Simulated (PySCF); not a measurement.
Match the calculated data to a structure.

All candidates are C8H7F3O.

| technique | computed result |
| --- | --- |
| 1H NMR | chemical shifts (computed TMS as zero) by class: 6.82 (1 H), 6.09 (1 H), 5.01 (1 H), 4.96 (1 H), 3.61 (3 H) ppm [GIAO B97-2/pcSseg-2] |
| Rotational structure | rotational constants A, B, C: 0.999, 0.848, 0.500 GHz [PBE0-D3(BJ)/def2-SVP] |
| Couplings | largest of the computed one-bond spin–spin couplings (means over like bonds): 19F–13C -332.1 (×3), 13C–1H +192.6, 13C–1H +181.0, 13C–1H +172.0, 13C–1H +170.0, 13C–1H +148.8 (×3) Hz [B3LYP/pcJ-1, spin–dipole term left out for some pairs] |
| UV, first state | lowest singlet excitation: 3.89 eV (319 nm, f = 0.028) [TDDFT PBE0/def2-SVPD] |
| 13C NMR | chemical shifts (computed TMS as zero) by class: 155.0 (1 C), 154.3 (1 C), 144.6 (1 C), 138.4 (1 C), 128.2 (1 C), 122.2 (1 C), 104.3 (1 C), 60.3 (1 C) ppm [GIAO B97-2/pcSseg-2] |
| Dipole | 3.37 D [PBE0/def2-SVPD] |

Electronic properties: PySCF, gas phase, density fitting. Levels stand in brackets. The structure is a single PBE0-D3(BJ)/def2-SVP conformer in the gas phase; no vibrational or solvent corrections. NMR classes are plain means over equivalent atoms (diastereotopic ones count apart unless rotation or inversion swaps them), as if these changed places fast.

Question: Which candidate is it?
A. `C=C1C=C(C(F)(F)F)/C1=C\OC`
B. `O=C1C=C[C@H](C(F)=C(F)F)CC1`
C. `C=C1C=C(C(F)(F)F)/C1=C/OC`

Answer: A. It is `C=C1C=C(C(F)(F)F)/C1=C\OC`. Numbering: `[CH2:1]=[C:2]1[CH:3]=[C:4]([C:5]([F:6])([F:7])[F:8])/[C:9]1=[CH:10]\[O:11][CH3:12]`. Its formula, C8H7F3O, gives 4 degrees of unsaturation: 1 ring and 3 π bonds in the structure found. 8 carbons fall into 8 classes; from least to most shielded: fully substituted alkene carbon [C4] (155.0 ppm), fully substituted alkene carbon [C2] (154.3 ppm), alkene CH carbon [C3] (144.6 ppm), vinylic carbon bearing oxygen [C10] (138.4 ppm), CF3 carbon [C5] (128.2 ppm), fully substituted alkene carbon [C9] (122.2 ppm), terminal =CH2 carbon [C1] (104.3 ppm), methoxy carbon [C12] (60.3 ppm). Hydrogen classes from least to most shielded: 1 H on an alkene CH carbon, C3 (6.82 ppm), 1 H on a vinylic carbon bearing oxygen, C10 (6.09 ppm), 1 H on a terminal =CH2 carbon, C1 (5.01 ppm), 1 H on a terminal =CH2 carbon, C1 (4.96 ppm), 3 H on a methoxy carbon, C12 (3.61 ppm). The couplings run between: -332.1 Hz, fluorine of a CF3 group [F6] and CF3 carbon [C5] (with 2 like pairs); +192.6 Hz, alkene CH carbon [C3] and its hydrogen; +181.0 Hz, vinylic carbon bearing oxygen [C10] and its hydrogen; +172.0 Hz, terminal =CH2 carbon [C1] and its hydrogen; +170.0 Hz, terminal =CH2 carbon [C1] and its hydrogen; +148.8 Hz, methoxy carbon [C12] and its hydrogen (with 2 like pairs). S1 is mainly HOMO→LUMO (weight 0.92); the largest Löwdin shares of the orbital it empties are 0.26 on a fully substituted alkene carbon, 0.21 on the ether oxygen, 0.19 on the vinylic carbon bearing oxygen and 0.15 on the alkene CH carbon, of the orbital it fills 0.27 on a fully substituted alkene carbon, 0.24 on the alkene CH carbon, 0.14 on the terminal =CH2 carbon and 0.09 on a fully substituted alkene carbon. By its constants the optimised geometry is an asymmetric top.

The others, at the same levels:
- `O=C1C=C[C@H](C(F)=C(F)F)CC1` fails: its computed 13C shifts are 200.9 (1 C), 163.0 (1 C), 158.4 (1 C), 140.4 (1 C), 138.0 (1 C), 40.2 (1 C), 39.7 (1 C), 30.2 (1 C) ppm, 1H shifts are 6.92 (1 H), 6.26 (1 H), 3.49 (1 H), 2.48 (1 H), 2.33 (1 H), 2.31 (1 H), 1.92 (1 H) ppm and lowest singlet excitation is 3.62 eV (343 nm, f = 0.000) (against 3.89 eV).
- `C=C1C=C(C(F)(F)F)/C1=C/OC` fails: its computed 13C shifts are 153.1 (1 C), 152.4 (1 C), 143.3 (1 C), 141.0 (1 C), 128.3 (1 C), 123.7 (1 C), 110.7 (1 C), 60.5 (1 C) ppm, rotational constant A is 1.366 GHz (against 0.999 GHz) and smallest rotational constant is 0.449 GHz (against 0.500 GHz).

Each candidate is one conformer, not necessarily the lowest. Dipoles, sizes and rotational constants follow the conformer. The torsions of the flexible species, by atom-mapped SMILES:
- `[CH2:1]=[C:2]1[CH:3]=[C:4]([C:5]([F:6])([F:7])[F:8])/[C:9]1=[CH:10]\[O:11][CH3:12]`: C3–C4–C5–F6 -121°, C9–C10–O11–C12 176°
- `[CH2:1]=[C:2]1[CH:3]=[C:4]([C:5]([F:6])([F:7])[F:8])/[C:9]1=[CH:10]/[O:11][CH3:12]`: C3–C4–C5–F6 10°, C9–C10–O11–C12 -175°

The conformers of `O=C1C=C[C@H](C(F)=C(F)F)CC1` aren't listed.

One-bond C–F couplings are unscaled; at this level they come out some 30 % too large in size.
